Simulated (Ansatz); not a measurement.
Consider the formal exchange of groups at the Se–C bond: `C=C([SeH])CO` + `[F][GeH]([F])[F]` → `[F][Ge]([F])([F])[SeH]` + `C=CCO`.

Calculated with Ansatz (gas phase, PBE0-D4/def2-TZVP geometries, no zero-point term in ΔE). CCSD(T)/CBS adds triple-zeta CCSD(T) − MP2 to the extrapolated MP2 energy (def2 sets, frozen cores). DFT in def2-TZVPP. B3LYP here is the variant with VWN-RPA as its local correlation; programs differ in this. HSE06 is defined as in plane-wave codes. For Ge, Se outer-core shells are correlated without core-valence functions, which leaves a few kJ/mol of doubt a bond. Scalar relativity is left out up to krypton. Each species was taken in one conformer, which may not be the lowest.

```csv
level,ΔE (kJ/mol),difference from CCSD(T)/CBS
LDA (SPW92),-83.3,7.9
PBE-D4,-93.0,-1.8
revPBE-D4,-90.1,1.1
BLYP-D4,-93.7,-2.5
r2SCAN-D4,-95.1,-3.9
B97M-V,-90.8,0.4
r2SCANh-D4,-95.5,-4.3
r2SCAN0-D4,-96.0,-4.8
HSE06-D4,-94.5,-3.3
BHLYP-D4,-98.2,-7.0
CAM-B3LYP-D4,-93.3,-2.1
ωB97X-V,-92.3,-1.1
ωB97M-V,-93.7,-2.5
B2PLYP,-94.3,-3.1
PBE-QIDH,-91.8,-0.6
PBE,-95.3,-4.1
revPBE,-98.9,-7.7
PBE0,-96.3,-5.1
B3LYP,-99.1,-7.9
r2SCAN0,-96.8,-5.6
HSE06,-96.3,-5.1
BHLYP,-99.7,-8.5
CAM-B3LYP,-95.3,-4.1
LC-ωPBE,-92.7,-1.5
RPA@PBE/def2-TZVPP,-86.1,5.1
HF/def2-SVP,-98.5,-7.3
MP2/def2-SVP,-86.9,4.3
CCSD/def2-SVP,-91.3,-0.1
CCSD(T)/def2-SVP,-89.6,1.6
HF/def2-TZVPP,-103.1,-11.9
MP2/def2-TZVPP,-84.5,6.7
SCS-MP2/def2-TZVPP,-85.8,5.4
CCSD/def2-TZVPP,-90.7,0.5
CCSD(T)/def2-TZVPP,-88.7,2.5
HF/def2-QZVPP,-102.4,-11.2
MP2/def2-QZVPP,-85.7,5.5
SCS-MP2/def2-QZVPP,-86.7,4.5
HF/CBS(def2),-102.3,-11.1
MP2/CBS(def2),-87.0,4.2
CCSD/CBS(def2),-93.2,-2.0
CCSD(T)/CBS,-91.2,0
```

Largest T1 diagnostic among the species: 0.012.

The D4 term adds +3.8 kJ/mol with B3LYP and +2.0 kJ/mol with PBE0; it sums over pairs of atoms, weighted by their polarisabilities, and B3LYP, whose exchange is more repulsive, gets the larger term. Leaving LDA and LC-ωPBE aside and taking each functional with its dispersion term where it has one, the values spread over 8.1 kJ/mol, from BHLYP-D4 to revPBE-D4. LDA lies +12.0 kJ/mol from PBE without D4.
